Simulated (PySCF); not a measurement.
A geometry optimisation, step by step.

CH₇BSn.
Bonds: B1–Sn2, Sn2–C3. Hydrogens: H4, H5 on B1; H6, H7 on Sn2; H8, H9, H10 on C3.

Method: PBE0-D3(BJ)/def2-SVP geometry optimisation, gas phase, def2 core potentials past Kr in PySCF 2.14.0; density fitting, grid level 1; the optimiser is geomeTRIC in internal coordinates, started from a GFN2-xTB structure with every atom displaced at random (about 0.01 Å). The frame can shift and turn from step to step; on so coarse a grid that alone can change the energy by a few meV, and forces under 0.02 eV/Å are noise.

Step 0: E = -7653.3389 eV, largest atomic force 1.673 eV/Å
```
atom  x, y, z in Å  |  force x, y, z in eV/Å
B1      2.085   -0.293   -0.037   -1.035   0.742  -0.352
Sn2     0.136    0.741    0.231   -0.533  -0.468  -0.063
C3     -1.583   -0.534   -0.214    1.165  -0.255   0.518
H4      2.540   -0.929    0.801    0.685  -0.937   1.204
H5      2.640   -0.197   -1.057    0.584   0.039  -0.934
H6     -0.134    1.335    1.775   -0.011   0.100   0.741
H7     -0.066    2.118   -0.695    0.022   0.556  -0.585
H8     -1.515   -0.858   -1.243   -0.090  -0.230  -0.603
H9     -1.556   -1.401    0.453    0.021  -0.173   0.005
H10    -2.496   -0.004   -0.035   -0.809   0.627   0.070
```

Step 1: E = -7653.4942 eV, largest atomic force 0.335 eV/Å
```
atom  x, y, z in Å  |  force x, y, z in eV/Å
B1      1.939   -0.106   -0.032    0.004   0.042   0.135
Sn2    -0.045    0.926    0.277   -0.057   0.286   0.062
C3     -1.648   -0.455   -0.197   -0.102   0.161  -0.035
H4      2.445   -0.771    0.848   -0.055   0.043  -0.092
H5      2.515   -0.027   -1.090    0.009  -0.029  -0.018
H6     -0.293    1.469    1.918    0.067  -0.116  -0.293
H7     -0.237    2.326   -0.751    0.041  -0.272   0.192
H8     -1.582   -0.772   -1.249   -0.013   0.029   0.066
H9     -1.598   -1.338    0.452    0.005  -0.032   0.032
H10    -2.607    0.064   -0.031    0.103  -0.113  -0.048
```

Step 2: E = -7653.5045 eV, largest atomic force 0.072 eV/Å
```
atom  x, y, z in Å  |  force x, y, z in eV/Å
B1      1.936   -0.096   -0.028   -0.004  -0.007   0.019
Sn2    -0.045    0.928    0.276   -0.005  -0.036  -0.030
C3     -1.648   -0.449   -0.196   -0.009   0.027   0.012
H4      2.433   -0.763    0.848    0.004   0.007  -0.019
H5      2.512   -0.026   -1.088    0.015  -0.011   0.003
H6     -0.281    1.458    1.891    0.005   0.003   0.072
H7     -0.233    2.304   -0.733   -0.006   0.044  -0.045
H8     -1.582   -0.765   -1.246   -0.001  -0.006   0.001
H9     -1.594   -1.333    0.454    0.001  -0.003  -0.004
H10    -2.609    0.059   -0.033   -0.002  -0.018  -0.008
```

Step 3: E = -7653.5051 eV, largest atomic force 0.020 eV/Å
```
atom  x, y, z in Å  |  force x, y, z in eV/Å
B1      1.936   -0.096   -0.028   -0.010   0.004   0.001
Sn2    -0.045    0.930    0.275   -0.014   0.005  -0.006
C3     -1.649   -0.448   -0.196    0.002   0.018   0.010
H4      2.434   -0.764    0.847    0.002   0.002  -0.002
H5      2.514   -0.029   -1.088    0.009  -0.005   0.002
H6     -0.278    1.457    1.896    0.010  -0.009   0.006
H7     -0.234    2.309   -0.737    0.002  -0.002  -0.004
H8     -1.583   -0.765   -1.246    0.003  -0.004  -0.002
H9     -1.594   -1.333    0.454    0.003  -0.002  -0.001
H10    -2.612    0.057   -0.033   -0.005  -0.006  -0.003
```

Step 4: E = -7653.5052 eV, largest atomic force under 0.02 eV/Å
```
atom  x, y, z in Å  |  force x, y, z in eV/Å
B1      1.935   -0.096   -0.030   -0.008   0.005  -0.005
Sn2    -0.046    0.931    0.274   -0.008   0.013  -0.001
C3     -1.650   -0.447   -0.195   -0.001   0.003   0.003
H4      2.431   -0.762    0.848    0.003  -0.002   0.003
H5      2.516   -0.031   -1.087    0.004  -0.003   0.003
H6     -0.273    1.454    1.898    0.007  -0.006  -0.005
H7     -0.235    2.311   -0.738    0.002  -0.006   0.004
H8     -1.583   -0.764   -1.245    0.002  -0.002  -0.001
H9     -1.592   -1.332    0.454    0.001  -0.001   0.000
H10    -2.614    0.054   -0.033   -0.003   0.000  -0.001
```

Question: Summarise the path.

Answer: The energy falls by 0.1663 eV from step 0 to step 4; nine tenths of that is first reached at step 1. It falls at every step. The largest force goes from 1.673 to under 0.02 eV/Å. Among the bonds B1–H4 changes most, from 1.146 to 1.208 Å; the atoms move by 0.061 Å rms after alignment.

Question: Follow the three bonds and two angles with the largest change from start to end.

Answer: 
| step | E above end (eV) | largest force (eV/Å) | B1–H4 (Å) | Sn2–H7 (Å) | Sn2–H6 (Å) | H6–Sn2–H7 (°) | B1–Sn2–C3 (°) |
| --- | --- | --- | --- | --- | --- | --- | --- |
| 0 | 0.1663 | 1.673 | 1.146 | 1.672 | 1.676 | 101.5 | 113.2 |
| 1 | 0.0110 | 0.335 | 1.213 | 1.748 | 1.746 | 106.7 | 109.2 |
| 2 | 0.0007 | 0.072 | 1.209 | 1.717 | 1.716 | 106.9 | 109.4 |
| 3 | 0.0001 | 0.020 | 1.208 | 1.721 | 1.721 | 107.1 | 109.4 |
| 4 | 0.0000 | under 0.02 | 1.208 | 1.722 | 1.722 | 107.3 | 109.4 |

What follows is the cost of the whole optimisation. Time: 14 s of wall time; peak memory 0.37 GiB. Hardware: one thread of an Arm Neoverse V2, shared host with 96 logical CPUs at a one-minute load of 32.
